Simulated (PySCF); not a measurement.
C7H8 (charge +1 and doublet state).
Structure used (GFN2-xTB), in Å, numbered top down from 1:
```xyz
15
C7H8 angstrom
C      1.7409    1.1203    1.3568
C      1.2951    0.4698    0.4412
C      0.7740   -0.2885   -0.6243
C      1.6561   -0.9131   -1.4795
C     -0.6510   -0.3923   -0.7974
C     -1.5570    0.8013   -0.3938
C     -1.5763   -0.3863    0.4495
H      2.1431    1.6869    2.1498
H      2.7223   -0.8232   -1.3410
H      1.3062   -1.5078   -2.3088
H     -0.9770   -0.9879   -1.6405
H     -2.3736    0.9880   -1.0767
H     -1.0334    1.6834   -0.0526
H     -2.4065   -1.0753    0.3867
H     -1.0672   -0.3672    1.4029
```

The hyperfine couplings belong to this conformer and change with its torsions.

Identity: `[CH+]=[C]C(=C)C1CC1` [radical] (charge +1).

Theory: PySCF, UKS B3LYP, pcH-1 on C H, non-relativistic, mean-field spin-orbit, GIAO. Geometry: GFN2-xTB, one conformer, isolated ion. Couplings are sensitive to structure, and on GFN2-xTB geometries they can be far from those on DFT ones, by a factor of two or more for some ions and for spin on atoms past the first row. No stability test was run, so a lower SCF solution isn't excluded.

Largest spin populations (Mulliken): C4 (+0.62), C1 (+0.17), C5 (+0.11) and C7 (+0.07). The angles at C4 add up to 360.0°, so it is planar; its axial dipolar tensor and the negative couplings of its protons fit spin in a p orbital normal to that plane.

**Question.** Find Q in a(H) = Q·ρ(C) for the protons on the planar carbons that carry spin.

**Answer.** 
```csv
H,C,ρ(C),a(H) (G),a/ρ (G)
H9,C4,+0.620,-14.56,-23.5
H10,C4,+0.620,-14.33,-23.1
```

These protons share one ρ (within 0.01), so their mean ratio, Q = -23.3 G, is no test of linearity. In every row coupling and population have opposite signs.

Couplings in gauss use g_iso = 2.0032.

The SMILES draws the unpaired electron on C2; the largest computed Mulliken spin population is on C4 (0.62 against -0.02).
